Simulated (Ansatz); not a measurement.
Series [SiX3]-: vertical IE (eV) at several levels, gas phase, relaxed structures; Ansatz. Core potentials for I in the def2 sets, no spin–orbit coupling. The structures are stationary points that may keep the symmetry of their start. Remarks come from the PBE and PBE0 runs and from stability tests at other levels; not every state was tested. A HOMO above zero means that the electron is unbound at that level and held by the basis, or that self-interaction error raises the level; the energy of removing that electron tells which.

```csv
species,state,geometry,PBE-D4/def2-TZVPD,PBE0-D4/def2-TZVPD,remarks
[SiBr3]- (SiBr3⁻),singlet to doublet,PBE-D4/def2-SVPD,3.78,3.93,–
[SiF3]- (SiF3⁻),singlet to doublet,PBE-D4/def2-TZVPD,3.08,3.17,HOMO above zero at PBE or PBE0
[SiH3]- (SiH3⁻),singlet to doublet,PBE0-D4/def2-TZVPD,1.85,1.82,HOMO above zero at PBE or PBE0
[SiI3]- (SiI3⁻),singlet to doublet,r2SCAN-D4/def2-SVPD,3.69,3.86,–
[SiMe3]- (C3H9Si⁻),singlet to doublet,PBE0-D4/def2-SVPD,1.39,1.33,HOMO above zero at PBE or PBE0
```

Task: Estimate the column for r2SCAN-D4/def2-TZVPD.

Result: [SiBr3]- (SiBr3⁻) 3.81; [SiF3]- (SiF3⁻) 2.98; [SiH3]- (SiH3⁻) 1.73; [SiI3]- (SiI3⁻) 3.74; [SiMe3]- (C3H9Si⁻) 1.24.

Over the 5 species that have every level, the mean is 2.76 at PBE-D4/def2-TZVPD, 2.70 at r2SCAN-D4/def2-TZVPD, 2.82 at PBE0-D4/def2-TZVPD.
